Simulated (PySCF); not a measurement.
**Working out the electron affinity of Sb**

Sb⁻ [Kr] 4d10 5s2 5p4 (3P) → Sb [Kr] 4d10 5s2 5p3 (4S). All numbers are calculated (PySCF 2.14, scalar relativity through the core potential, in aug-cc-pwCVDZ-PP with ECP28MDF). Frozen: nothing. Energies in hartree (1 hartree = 27.21139 eV):

```
             part  Sb⁻ (lower)   Sb (upper)
              UHF  -239.269744  -239.273470
MP2 opposite-spin    -0.299693    -0.285158
    MP2 same-spin    -0.167154    -0.163413
```

Problem. What does Hartree-Fock give?

Solution. (-239.273470) − (-239.269744) = -0.003726 hartree = -0.101 eV.

Problem. What do MP2 and SCS-MP2 (6/5 opposite-spin, 1/3 same-spin) give?

Solution. The opposite-spin parts differ by 0.396 eV and the same-spin parts by 0.102 eV. MP2: -0.101 + (0.396) + (0.102) = 0.397 eV. SCS-MP2: -0.101 + 1.2 × (0.396) + (0.102)/3 = 0.408 eV.

Reference: 1.047 eV (measured; photodetachment measurements, as compiled on the Wikipedia data page of electron affinities), between the lowest levels; spin-orbit coupling is absent from the calculation.

A double-zeta basis recovers only part of the correlation energy.

What remains against the reference includes basis incompleteness and correlation beyond second order.
